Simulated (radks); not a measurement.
Q: Species: neutral thulium. Configuration: [Xe] 4f13 5d2 (not the ground configuration). Method: Dirac Kohn-Sham, PBE, spin-unpolarised, spherical densities, point nucleus; open shells are shared between the two j in proportion to 2j + 1; computed with a radial shooting solver on a logarithmic mesh with Libxc functionals. Some entries of the table are withheld. Estimate them.

orbital,occ.,eigenvalue (eV),<1/r> (bohr^-1)
1s1/2,2,-59219.12,79.12
2s1/2,2,-9984.837,(1)
2p1/2,2,-9516.117,(2)
2p3/2,4,-8535.849,(3)
3s1/2,2,(4),6.981
3p1/2,2,-2037.693,6.895
3p3/2,4,-1830.698,6.228
3d3/2,4,-1479.629,6.114
3d5/2,6,-1434.398,5.952
4s1/2,2,-441.7192,2.920
4p1/2,2,-358.8911,2.810
4p3/2,4,-312.1666,2.579
4d3/2,4,-176.0109,2.357
4d5/2,6,-167.5095,2.300
5s1/2,2,-52.7436,1.083
5p1/2,2,-30.5142,(5)
5p3/2,4,-24.8608,(6)
4f5/2,5.57143,(7),1.703
4f7/2,7.42857,(8),1.668
5d3/2,0.8,-0.9760,(9)
5d5/2,1.2,-0.8295,(10)

A: 
(1) 2s1/2 <1/r> (bohr^-1): 19.06
(2) 2p1/2 <1/r> (bohr^-1): 19.03
(3) 2p3/2 <1/r> (bohr^-1): 16.42
(4) 3s1/2 eigenvalue (eV): -2243.727
(5) 5p1/2 <1/r> (bohr^-1): 0.9442
(6) 5p3/2 <1/r> (bohr^-1): 0.8597
(7) 4f5/2 eigenvalue (eV): -3.3614
(8) 4f7/2 eigenvalue (eV): -2.1666
(9) 5d3/2 <1/r> (bohr^-1): 0.3571
(10) 5d5/2 <1/r> (bohr^-1): 0.3276
